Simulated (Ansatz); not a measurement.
```yaml
crystal:
  periodic: [false, false, false]
  atoms:
    - {symbol: F, position_ang: [1.079635, -1.681351, -0.017411]}
    - {symbol: B, position_ang: [0.106616, -1.109098, 0.676669]}
    - {symbol: F, position_ang: [-0.301094, -1.701836, 1.780770]}
    - {symbol: O, position_ang: [-0.460543, 0.050351, 0.299412]}
    - {symbol: P, position_ang: [-0.189552, 0.840628, -1.148272]}
    - {symbol: H, position_ang: [-1.098781, 1.899205, -0.886726]}
    - {symbol: H, position_ang: [0.925120, 1.634003, -0.750041]}
basis:
  gaussian: {orbitals: cc-pVDZ, fitting: {mean_field: def2-universal-jkfit}}
hamiltonian: {xc: {name: PBE1PBE}}
correlation: {electrons: all}
```

```sh
$ ansatz run in.yaml --threads 2 --pin off --events-out ev --progress --plain --max-ram 4352MiB
```

How does Ansatz answer? (Estimate.)

Computed: The program refused the input.
```
Error: YAML parse error: error: line 13 column 19: hamiltonian.xc: no functional is named "PBE1PBE"; the names, which are not case-sensitive, are SVWN5, SPW92, PBE, PBE0, PBEsol, revPBE, revPBE0, RPBE, rPW86-PBE, HSE06, wPBEh, LC-wPBE, HISS, HF, BLYP, B3LYP, B3LYP5, BHLYP, CAM-B3LYP, r2SCAN, r2SCANh, r2SCAN0, r2SCAN50, m-r2SCAN, B97, wB97, wB97X, wB97X-V, B97M-V, wB97M-V, B2PLYP, B2GP-PLYP, PBE0-DH, PBE-QIDH
11 | basis:
12 |   gaussian: {orbitals: cc-pVDZ, fitting: {mean_field: def2-universal-jkfit}}
13 | hamiltonian: {xc: {name: PBE1PBE}}
14 | correlation: {electrons: all}
```

HSE06 is defined as in plane-wave codes.
